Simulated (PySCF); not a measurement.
Radial density of Er²⁺ (erbium, charge +2)

revPBE, [Xe] 4f11 5d1, one real determinant (an excited configuration). Computed with PySCF 2.14 in cc-pVDZ-X2C, with scalar relativity by spin-free X2C-1e.

```json
{"r (bohr)": "0.0179", "4πr²ρ (e/bohr)": "88.48", "4πr²(ρα − ρβ)": "0.0014"}
{"r (bohr)": "0.0302", "4πr²ρ (e/bohr)": "81.88", "4πr²(ρα − ρβ)": "0.0031"}
{"r (bohr)": "0.0508", "4πr²ρ (e/bohr)": "115.3", "4πr²(ρα − ρβ)": "0.0101"}
{"r (bohr)": "0.0854", "4πr²ρ (e/bohr)": "106.8", "4πr²(ρα − ρβ)": "0.0329"}
{"r (bohr)": "0.144", "4πr²ρ (e/bohr)": "101.5", "4πr²(ρα − ρβ)": "0.2369"}
{"r (bohr)": "0.242", "4πr²ρ (e/bohr)": "80.02", "4πr²(ρα − ρβ)": "1.3626"}
{"r (bohr)": "0.406", "4πr²ρ (e/bohr)": "55.59", "4πr²(ρα − ρβ)": "3.8120"}
{"r (bohr)": "0.684", "4πr²ρ (e/bohr)": "38.02", "4πr²(ρα − ρβ)": "3.4548"}
{"r (bohr)": "1.15", "4πr²ρ (e/bohr)": "13.40", "4πr²(ρα − ρβ)": "1.3503"}
{"r (bohr)": "1.93", "4πr²ρ (e/bohr)": "3.652", "4πr²(ρα − ρβ)": "0.5099"}
{"r (bohr)": "3.25", "4πr²ρ (e/bohr)": "0.3372", "4πr²(ρα − ρβ)": "0.2288"}
{"r (bohr)": "5.47", "4πr²ρ (e/bohr)": "0.02903", "4πr²(ρα − ρβ)": "0.0284"}
{"r (bohr)": "9.20", "4πr²ρ (e/bohr)": "0.0001871", "4πr²(ρα − ρβ)": "0.0002"}
```

Densities and radii are taken from the X2C orbitals without a picture-change correction, which distorts them close to the nucleus.

⟨L²⟩ = 38.57 against 72 for a pure L term, so this real determinant mixes terms. Spin-orbit coupling, absent here, splits the open shell strongly.
